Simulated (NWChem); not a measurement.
All runs are NWChem calculations. System: H$_{4}$Ge, charge 0, spin multiplicity 1, at a geometry optimised with PBE/def2-SVP. The structure started from a generated list of species. Level: EOM-CCSD/def2-SVPD, 9 core orbitals frozen.

Part of the output:

```
             Northwest Computational Chemistry Package (NWChem) 7.3.0
             --------------------------------------------------------

                                NWChem Input Module
                                -------------------

 Scaling coordinates for geometry "geometry" by  1.889725989
 (inverse scale =  0.529177249)

 Turning off AUTOSYM since
 SYMMETRY directive was detected!

                             Geometry "geometry" -> ""
                             -------------------------

 Output coordinates in angstroms (scale by  1.889725989 to convert to a.u.)

  No.       Tag          Charge          X              Y              Z
 ---- ---------------- ---------- -------------- -------------- --------------
    1 Ge                  32.0000     0.00000000     0.00000000     0.00000000
    2 H                    1.0000     0.00000000    -1.26415800     0.89392600
    3 H                    1.0000     0.00000000     1.26415800     0.89392600
    4 H                    1.0000    -1.26415900     0.00000000    -0.89392500
    5 H                    1.0000     1.26415900     0.00000000    -0.89392500

 Effective nuclear repulsion energy (a.u.)      45.0038715510

            Nuclear Dipole moment (a.u.)
            ----------------------------
        X                 Y               Z
 ---------------- ---------------- ----------------
     0.0000000000     0.0000000000     0.0000037795

      Symmetry information
      --------------------

 Group name             C2v
 Group number             16
 Group order               4
 No. of unique centers     3

      Symmetry unique atoms

     1    2    4


 Summary of "ao basis" -> "" (spherical)
 ------------------------------------------------------------------------------
       Tag                 Description            Shells   Functions and Types
 ---------------- ------------------------------  ------  ---------------------
 *                         def2-svpd                  on all atoms

 Summary of "ao basis" -> "ao basis" (spherical)
 ------------------------------------------------------------------------------
       Tag                 Description            Shells   Functions and Types
 ---------------- ------------------------------  ------  ---------------------
 Ge                        def2-svpd                14       38   6s4p4d
 H                         def2-svpd                 4        8   2s2p

                                 NWChem SCF Module
                                 -----------------

  ao basis        = "ao basis"
  functions       =    70
  atoms           =     5
  closed shells   =    18
  open shells     =     0
  charge          =   0.00
  wavefunction    = RHF
  use symmetry    = T
  symmetry adapt  = T

 Summary of "ao basis" -> "ao basis" (spherical)
 ------------------------------------------------------------------------------
       Tag                 Description            Shells   Functions and Types
 ---------------- ------------------------------  ------  ---------------------
 Ge                        def2-svpd                14       38   6s4p4d
 H                         def2-svpd                 4        8   2s2p

      Symmetry analysis of basis
      --------------------------

        a1         30
        a2          8
        b1         16
        b2         16

 Forming initial guess at       0.1s

      Superposition of Atomic Density Guess
      -------------------------------------

 Sum of atomic energies:       -2077.04076443

      Non-variational initial energy
      ------------------------------

 Total energy =   -2077.279399
 1-e energy   =   -2985.814044
 2-e energy   =     863.530774
 HOMO         =      -0.413256
 LUMO         =       0.049763

      Symmetry analysis of molecular orbitals - initial
      -------------------------------------------------

  Numbering of irreducible representations:

     1 a1          2 a2          3 b1          4 b2

  Orbital symmetries:

     1 a1          2 a1          3 a1          4 b1          5 b2
     6 a1          7 a1          8 b1          9 b2         10 b2
    11 b1         12 a1         13 a1         14 a2         15 a1
    16 a1         17 b1         18 b2         19 a1         20 b2
[...]
   0.0069764935841   0.3464031535283    9.42611     0.6     0.6

 Iteration   8 using    9 trial vectors
   0.0058326363005   0.3463826279471    9.42555     0.6     0.6

 Iteration   9 using   10 trial vectors
   0.0025893245042   0.3463697426448    9.42520     0.6     0.6

 Iteration  10 using   11 trial vectors
   0.0009363906175   0.3463598938333    9.42494     0.6     0.6

 Iteration  11 using   12 trial vectors
   0.0003286015866   0.3463634344172    9.42503     0.6     0.6

 Iteration  12 using   13 trial vectors
   0.0001076876118   0.3463636538689    9.42504     0.6     0.6

 Iteration  13 using   14 trial vectors
   0.0000394676992   0.3463634617411    9.42503     0.6     0.6

 Iteration  14 using   15 trial vectors
   0.0000185576577   0.3463636784078    9.42504     0.6     0.6

 Iteration  15 using   16 trial vectors
   0.0000109889520   0.3463635954322    9.42504     0.6     0.6

 Iteration  16 using   17 trial vectors
   0.0000061762575   0.3463635345137    9.42504     0.6     0.6
 --------------------------------------------------------------
 Iterations converged
 ------------------

 Excited state root  1
 Excitation energy / hartree =        0.346363534513750
                   / eV      =        9.425035332249672
 largest EOMCCSD amplitudes: R1 and R2

 Singles contributions
    24a2  (alpha) ---    16a1  (alpha)        0.1347389056
    21b1  (alpha) ---    18b2  (alpha)       -0.6317256296
    30b1  (alpha) ---    18b2  (alpha)        0.1385910653
    20b2  (alpha) ---    17b1  (alpha)        0.6317233644
    29b2  (alpha) ---    17b1  (alpha)       -0.1385905265

 Doubles contributions

 =========================================
 Excited-state calculation ( b1  symmetry)
 =========================================
 Dim. of EOMCC iter. space      500

 EOMCCSD SOLVER TYPE  1
  maxdiff =   0.54358695964551862

 No. of initial right vectors    1

 EOM-CCSD right-hand side iterations
 --------------------------------------------------------------
      Residuum       Omega / hartree  Omega / eV    Cpu    Wall
 --------------------------------------------------------------

 Iteration   1 using    1 trial vectors
   0.3531475667565   0.4170818442755   11.34938     0.8     0.8

 Iteration   2 using    2 trial vectors
   0.1177780890942   0.3487028234578    9.48869     0.5     0.5

 Iteration   3 using    3 trial vectors
   0.0684808946527   0.3422257202384    9.31244     0.6     0.6

 Iteration   4 using    4 trial vectors
   0.0427328677725   0.3393047131320    9.23295     0.6     0.6

 Iteration   5 using    5 trial vectors
   0.0211025524381   0.3379682772977    9.19659     0.5     0.5

 Iteration   6 using    6 trial vectors
   0.0110761285037   0.3374680086799    9.18298     0.6     0.6

 Iteration   7 using    7 trial vectors
   0.0052270108522   0.3373522370286    9.17983     0.6     0.6

 Iteration   8 using    8 trial vectors
   0.0032622520631   0.3373757754647    9.18047     0.6     0.6

 Iteration   9 using    9 trial vectors
   0.0029092729626   0.3373852921177    9.18072     0.6     0.6

 Iteration  10 using   10 trial vectors
   0.0023907599040   0.3373664134698    9.18021     0.6     0.6

 Iteration  11 using   11 trial vectors
   0.0012371893087   0.3373694393272    9.18029     0.6     0.6

 Iteration  12 using   12 trial vectors
   0.0006335894496   0.3373643645057    9.18016     0.6     0.6

 Iteration  13 using   13 trial vectors
   0.0004100983434   0.3373594707787    9.18002     0.6     0.6

 Iteration  14 using   14 trial vectors
   0.0002763098487   0.3373612597340    9.18007     0.6     0.6

 Iteration  15 using   15 trial vectors
   0.0001497776629   0.3373615922972    9.18008     0.6     0.6

 Iteration  16 using   16 trial vectors
   0.0000675126929   0.3373621551551    9.18010     0.6     0.6

 Iteration  17 using   17 trial vectors
   0.0000373931093   0.3373625368591    9.18011     0.6     0.6

 Iteration  18 using   18 trial vectors
   0.0000223764134   0.3373623333224    9.18010     0.6     0.6

 Iteration  19 using   19 trial vectors
   0.0000109193134   0.3373622009827    9.18010     0.6     0.6

 Iteration  20 using   20 trial vectors
   0.0000044049346   0.3373622001877    9.18010     0.6     0.6
 --------------------------------------------------------------
 Iterations converged
 ------------------

 Excited state root  1
 Excitation energy / hartree =        0.337362200187708
                   / eV      =        9.180096458475225
 largest EOMCCSD amplitudes: R1 and R2

 Singles contributions
    19a1  (alpha) ---    17b1  (alpha)       -0.8929539736
    28a1  (alpha) ---    17b1  (alpha)        0.2312688491

 Doubles contributions

 =========================================
 Excited-state calculation ( b2  symmetry)
 =========================================
 Dim. of EOMCC iter. space      500

 EOMCCSD SOLVER TYPE  1
  maxdiff =   0.54358685040241650

 No. of initial right vectors    1

 EOM-CCSD right-hand side iterations
 --------------------------------------------------------------
      Residuum       Omega / hartree  Omega / eV    Cpu    Wall
 --------------------------------------------------------------

 Iteration   1 using    1 trial vectors
   0.3531476099125   0.4170817482180   11.34938     0.8     0.8

 Iteration   2 using    2 trial vectors
   0.1177781036993   0.3487027227584    9.48869     0.5     0.5

 Iteration   3 using    3 trial vectors
   0.0684809104536   0.3422256182692    9.31244     0.6     0.6

 Iteration   4 using    4 trial vectors
   0.0427328943412   0.3393046084510    9.23295     0.6     0.6

 Iteration   5 using    5 trial vectors
   0.0211025793801   0.3379681702933    9.19659     0.6     0.6

 Iteration   6 using    6 trial vectors
   0.0110761596574   0.3374679002059    9.18297     0.6     0.6

 Iteration   7 using    7 trial vectors
   0.0052270466764   0.3373521278946    9.17982     0.6     0.6

 Iteration   8 using    8 trial vectors
   0.0032622974156   0.3373756664167    9.18046     0.6     0.6

 Iteration   9 using    9 trial vectors
   0.0029093324119   0.3373851829950    9.18072     0.6     0.6

 Iteration  10 using   10 trial vectors
   0.0023907935998   0.3373663037550    9.18021     0.6     0.6

 Iteration  11 using   11 trial vectors
   0.0012371988954   0.3373693295573    9.18029     0.6     0.6

 Iteration  12 using   12 trial vectors
   0.0006335929894   0.3373642546575    9.18015     0.6     0.6

 Iteration  13 using   13 trial vectors
   0.0004101002793   0.3373593609030    9.18002     0.6     0.6

 Iteration  14 using   14 trial vectors
   0.0002763104702   0.3373611498687    9.18007     0.6     0.6

 Iteration  15 using   15 trial vectors
   0.0001497776941   0.3373614824311    9.18008     0.6     0.6

 Iteration  16 using   16 trial vectors
   0.0000675127004   0.3373620452897    9.18009     0.6     0.6

 Iteration  17 using   17 trial vectors
   0.0000373933356   0.3373624269947    9.18010     0.6     0.6

 Iteration  18 using   18 trial vectors
   0.0000223770152   0.3373622234549    9.18010     0.6     0.6

 Iteration  19 using   19 trial vectors
   0.0000109202053   0.3373620911097    9.18009     0.6     0.6

 Iteration  20 using   20 trial vectors
   0.0000044064095   0.3373620903149    9.18009     0.6     0.6
 --------------------------------------------------------------
 Iterations converged
 ------------------

 Excited state root  1
 Excitation energy / hartree =        0.337362090314950
                   / eV      =        9.180093468684072
 largest EOMCCSD amplitudes: R1 and R2

 Singles contributions
    19a1  (alpha) ---    18b2  (alpha)        0.8929538828
    28a1  (alpha) ---    18b2  (alpha)       -0.2312670916

 Doubles contributions

 Task  times  cpu:       56.1s     wall:       56.1s

 Total times  cpu:       56.1s     wall:       56.1s
```

Problem. Write an NWChem input that would produce this output.

Solution. This is not unique; one that fits is 
```
start mol
memory heap 100 mb stack 700 mb global 1900 mb
geometry units angstroms nocenter noautoz
  Ge     0.000000     0.000000    -0.000000
  H      0.000000    -1.264158     0.893926
  H      0.000000     1.264158     0.893926
  H     -1.264159     0.000000    -0.893925
  H      1.264159     0.000000    -0.893925
  symmetry group C2v
end
basis spherical
  * library def2-svpd
end
scf
  rhf
  nopen 0
  maxiter 100
  thresh 1e-7
  semidirect memsize 60000000 filesize 0
end
tce
  freeze core 9
  ccsd
  nroots 1
  2eorb
  2emet 13
  thresh 1e-5
  maxiter 200
  tilesize 24
end
task tce energy
```
